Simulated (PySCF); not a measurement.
# `CC(=O)c1ccccc1`, C8H8O

Geometry:
```json
{"atom": "C1", "x (Å)": "-2.612", "y (Å)": "-0.133", "z (Å)": "0.667"}
{"atom": "C2", "x (Å)": "-1.681", "y (Å)": "0.581", "z (Å)": "-0.283"}
{"atom": "O3", "x (Å)": "-2.092", "y (Å)": "1.399", "z (Å)": "-1.076"}
{"atom": "C4", "x (Å)": "-0.236", "y (Å)": "0.236", "z (Å)": "-0.205"}
{"atom": "C5", "x (Å)": "0.285", "y (Å)": "-0.699", "z (Å)": "0.689"}
{"atom": "C6", "x (Å)": "1.641", "y (Å)": "-0.966", "z (Å)": "0.702"}
{"atom": "C7", "x (Å)": "2.495", "y (Å)": "-0.310", "z (Å)": "-0.170"}
{"atom": "C8", "x (Å)": "1.988", "y (Å)": "0.621", "z (Å)": "-1.063"}
{"atom": "C9", "x (Å)": "0.634", "y (Å)": "0.891", "z (Å)": "-1.078"}
{"atom": "H10", "x (Å)": "-2.568", "y (Å)": "-1.207", "z (Å)": "0.500"}
{"atom": "H11", "x (Å)": "-2.327", "y (Å)": "0.074", "z (Å)": "1.697"}
{"atom": "H12", "x (Å)": "-3.628", "y (Å)": "0.215", "z (Å)": "0.500"}
{"atom": "H13", "x (Å)": "-0.360", "y (Å)": "-1.222", "z (Å)": "1.377"}
{"atom": "H14", "x (Å)": "2.036", "y (Å)": "-1.692", "z (Å)": "1.398"}
{"atom": "H15", "x (Å)": "3.553", "y (Å)": "-0.525", "z (Å)": "-0.154"}
{"atom": "H16", "x (Å)": "2.649", "y (Å)": "1.135", "z (Å)": "-1.745"}
{"atom": "H17", "x (Å)": "0.217", "y (Å)": "1.613", "z (Å)": "-1.765"}
```

Theory: TDDFT CAM-B3LYP/def2-SVPD excited states, vertical, gas phase in PySCF 2.14.0. Geometry: GFN2-xTB.

Singlets 4 and 5 lie within 0.01 eV of each other, so their separate moments and overlaps can depend on how they mix.

Q: Give the one- and two-photon strengths of the lowest singlets.

A: δ for parallel linear polarisation; σ at the peak of a Lorentzian of half width 0.1 eV, single beam; Ω is circular over linear.
```tsv
state	E (eV)	f	photon λ (nm)	δ (au)	σ (GM)	Ω	main
S1	3.99	0.000	621	<0.1	0.00	–	HOMO−1→LUMO 0.88, HOMO−1→LUMO+5 0.10
S2	5.09	0.021	487	16.9	0.16	1.41	HOMO−2→LUMO 0.44, HOMO→LUMO 0.34
S3	5.49	0.236	452	175	1.93	0.79	HOMO→LUMO 0.55, HOMO−2→LUMO 0.34
S4	6.65	0.000	373	0.12	0.00	1.50	HOMO−1→LUMO+1 0.97
S5	6.65	0.224	373	6.55	0.11	1.50	HOMO→LUMO+1 0.49, HOMO−2→LUMO+1 0.20
```

Among these, the strongest one-photon state is S3, the strongest two-photon state S3, with a dipole change of 2.6 D (relaxed, norm of the difference vector).
